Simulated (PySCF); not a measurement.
## Diatomics of S with the fourth-period p block

PBE with double-zeta basis sets in PySCF, for the lowest determinant that a PBE0 search found; no spin–orbit coupling. De refers to high-spin ground-configuration atoms. A positive dipole means M(−)S(+).

```tsv
M	basis	state (unpaired electrons)	Re (Å)	ωe (cm⁻¹)	De (eV)	μ (D)
Ga	def2-SVP	doublet (σ ↑)	2.090	461	3.95	-2.74
Ge	def2-SVP	singlet (closed shell)	2.043	560	5.99	-1.80
As	def2-SVP	doublet (π ↑)	2.046	562	4.32	-1.14
```

The shortest bond is that of GeS (2.043 Å), the longest that of GaS (2.090 Å). GeS is bound most strongly (5.99 eV) and GaS least (3.95 eV).

The state changes along the series, so neighbouring rows are not always alike in their bonding.

Spin–orbit coupling is left out. States were picked by a PBE0 search and need not be the measured ground states.
